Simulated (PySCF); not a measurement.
A side-by-side comparison of computed properties.

First species: C₉H₉N₃.
Z-matrix (Å and degrees, GFN2-xTB geometry), rows numbered from 1:
```
C 
C   1  1.3281
C   2  1.4413  1  123.58
N   3  1.3435  2  124.28  1     0.12
N   4  1.2843  3  110.87  2   179.99
N   5  1.3322  4  108.49  3    -0.02
C   6  1.3603  5  126.39  4   179.96
C   7  1.4875  6  116.47  5     0.06
C   7  1.3641  6  117.40  5  -179.96
C   9  1.4127  7  121.21  6     0.03
C  10  1.3656  9  120.45  7    -0.03
C   6  1.3821  5  110.18  4     0.02
H   1  1.0760  2  120.57  3     0.02
H   1  1.0762  2  121.84  3  -180.00
H   2  1.0826  1  121.26  3  -179.98
H   8  1.0894  7  109.75  6    58.49
H   8  1.0894  7  109.72  6   -58.78
H   8  1.0856  7  110.86  6   179.87
H   9  1.0782  7  119.21  6   179.99
H  10  1.0787  9  119.06  7   179.99
H  11  1.0779 10  122.07  9  -179.99
```

Second species: C9H10NP.
Atom-mapped SMILES: `[CH:1]#[C:2][c:3]1[cH:4][p:5][cH:6][n:7]1[CH:8]1[CH2:9][CH2:10][CH2:11]1` (hydrogens: H12 on C1; H13 on C4; H14 on C6; H15 on C8; H16, H17 on C9; H18, H19 on C10; H20, H21 on C11)

Structure used (GFN2-xTB), in Å, numbered top down from 1:
```
atom  x, y, z in Å
C1     0.560   -3.178    0.241
C2     0.968   -2.084   -0.042
C3     1.517   -0.843   -0.407
C4     2.669   -0.675   -1.140
P5     3.068    1.015   -1.362
C6     1.661    1.410   -0.457
N7     0.949    0.342   -0.036
C8    -0.252    0.413    0.756
C9    -1.468   -0.386    0.249
C10   -2.357    0.825    0.566
C11   -1.096    1.695    0.672
H12    0.190   -4.126    0.494
H13    3.247   -1.498   -1.521
H14    1.329    2.400   -0.201
H15   -0.011    0.154    1.794
H16   -1.401   -0.588   -0.818
H17   -1.688   -1.312    0.773
H18   -3.073    1.111   -0.200
H19   -2.875    0.722    1.517
H20   -0.914    2.248   -0.247
H21   -1.032    2.372    1.521
```

Levels: PBE0/pcSseg-1 for dipole moment, HOMO energy, LUMO energy and HOMO–LUMO gap; GFN2-xTB for rotational constant A and rotational constant C. Geometries: GFN2-xTB. Each species is one conformer at its optimised geometry, gas phase, non-relativistic unless stated. Electronic properties by PySCF.

Dipoles, sizes and rotational constants follow the conformer. The torsions of the flexible species, by atom-mapped SMILES:
- `[CH2:1]=[CH:2][c:3]1[n:4][n:5][n:6]2[c:7]([CH3:8])[cH:9][cH:10][cH:11][c:12]12`: C1–C2–C3–N4 0°
- `[CH:1]#[C:2][c:3]1[cH:4][p:5][cH:6][n:7]1[CH:8]1[CH2:9][CH2:10][CH2:11]1`: C6–N7–C8–C9 129°

Values for the first species:

```
Dipole moment         : 4.40 D
HOMO energy           : -6.00 eV
LUMO energy           : -1.41 eV
HOMO–LUMO gap         : 4.59 eV
Rotational constant A : 2.056 GHz
Rotational constant C : 0.547 GHz
```

(1) Estimate the same properties for the second species, and the change in each.

Results:

(1) 
```tsv
property	first	second	second less first
dipole moment	4.40 D	3.78 D	-0.62 D
HOMO energy	-6.00 eV	-6.20 eV	-0.20 eV
LUMO energy	-1.41 eV	-0.57 eV	+0.84 eV
HOMO–LUMO gap	4.59 eV	5.63 eV	+1.04 eV
rotational constant A	2.056 GHz	1.438 GHz	-0.618 GHz
rotational constant C	0.547 GHz	0.549 GHz	+0.002 GHz
```

On the first: The dipole equals about 14.7 × 10⁻³⁰ C·m (1 D = 3.33564 × 10⁻³⁰ C·m).

On the second: The dipole equals about 12.6 × 10⁻³⁰ C·m (1 D = 3.33564 × 10⁻³⁰ C·m).
